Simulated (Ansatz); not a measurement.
`B[NH][SnH]([NH2])[OH]`, 12 atoms. The species carries charge 0 and has multiplicity 1. Correlated methods freeze the filled d shell of Sn. Sn: def2 effective core potential. All runs use 4 threads of a server CPU on a shared host. Correlated methods freeze the cores.

Q: Give the basis size and wall time and peak host memory of each of these runs in Ansatz. RKS BLYP-D4/def2-TZVPP energy; RKS PBE0-D4/def2-TZVPP energy; RKS PBE0-D4/def2-QZVPP energy; RHF-MP2/def2-QZVPP energy; RKS PBE0-D4/def2-SVP energy; RKS PBE0-D4/def2-TZVP frequencies; direct RPA on PBE orbitals/def2-TZVPP energy; RKS PBE0-D4/def2-TZVP relaxation (13 steps); RKS ωB97M-V/def2-QZVPP energy; RKS ωB97M-V/def2-SVP energy; RHF-CCSD(T)/def2-TZVPP energy; RKS r2SCAN0-D4/def2-TZVPP energy. (Estimate.)

A: Computed: Other jobs shared the machine, so times are rough.

```json
{"level": "RKS PBE0-D4/def2-SVP", "job": "energy", "functions": "117", "wall time": "1.1 s", "peak host memory (GiB)": "0.29"}
{"level": "RKS BLYP-D4/def2-TZVPP", "job": "energy", "functions": "272", "wall time": "2.2 s", "peak host memory (GiB)": "0.35"}
{"level": "RKS PBE0-D4/def2-TZVPP", "job": "energy", "functions": "272", "wall time": "3.3 s", "peak host memory (GiB)": "0.72"}
{"level": "RKS ωB97M-V/def2-SVP", "job": "energy", "functions": "117", "wall time": "3.4 s", "peak host memory (GiB)": "0.4"}
{"level": "RKS r2SCAN0-D4/def2-TZVPP", "job": "energy", "functions": "272", "wall time": "4.6 s", "peak host memory (GiB)": "0.75"}
{"level": "direct RPA on PBE orbitals/def2-TZVPP", "job": "energy", "functions": "272", "wall time": "7.5 s", "peak host memory (GiB)": "0.8"}
{"level": "RKS PBE0-D4/def2-QZVPP", "job": "energy", "functions": "520", "wall time": "9.5 s", "peak host memory (GiB)": "1.9"}
{"level": "RKS ωB97M-V/def2-QZVPP", "job": "energy", "functions": "520", "wall time": "18 s", "peak host memory (GiB)": "2.4"}
{"level": "RHF-MP2/def2-QZVPP", "job": "energy", "functions": "520", "wall time": "25 s", "peak host memory (GiB)": "3.5"}
{"level": "RKS PBE0-D4/def2-TZVP", "job": "relaxation (13 steps)", "functions": "216", "wall time": "51 s", "peak host memory (GiB)": "0.64"}
{"level": "RHF-CCSD(T)/def2-TZVPP", "job": "energy", "functions": "272", "wall time": "75 s", "peak host memory (GiB)": "7.6"}
{"level": "RKS PBE0-D4/def2-TZVP", "job": "frequencies", "functions": "216", "wall time": "2.7 min", "peak host memory (GiB)": "0.64"}
```
